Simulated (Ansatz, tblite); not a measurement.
Removing an electron: Te3⁻. The state is a doublet with charge -1. Geometry: PBE0-D4/def2-SVPD. Ansatz, gas phase; energy differences of separate SCF runs; the oxidised species is a singlet (the triplet lies 0.13 eV higher at PBE0-D4/def2-TZVPD).

| atom | x (Å) | y (Å) | z (Å) |
| --- | --- | --- | --- |
| Te1 | -0.876 | 1.932 | 0.868 |
| Te2 | 1.380 | -1.246 | -1.341 |
| Te3 | -0.504 | -0.687 | 0.473 |

In the def2 sets Te takes a core potential; there is no spin–orbit coupling. The xTB rows come from tblite. The structure comes from a short search, and lower isomers may exist.

```tsv
level	−HOMO (eV)	vertical IE (eV)	−LUMO (eV)	HOMO–LUMO gap (eV)	remarks
GFN1-xTB	–	6.05	–	–	–
GFN2-xTB	–	4.44	–	–	–
PBE-D4/def2-TZVPD	0.42	2.67	-0.06	0.48	restricted singlet, untested (singlet)
r2SCAN-D4/def2-TZVPD	0.66	2.86	-0.07	0.73	restricted singlet, untested (singlet)
PBE0-D4/def2-TZVPD	1.39	2.99	-0.51	1.90	restricted singlet, untested (singlet)
```

  HOMO and LUMO are the levels of the spin that leaves or enters (xTB has no such levels and no spin-polarisation term). Other spin states of the ions may lie lower, which would lower the ionisation energy or raise the affinity. Raw xTB energy differences between charge states are shifted by several eV; the methods need an empirical correction for them.
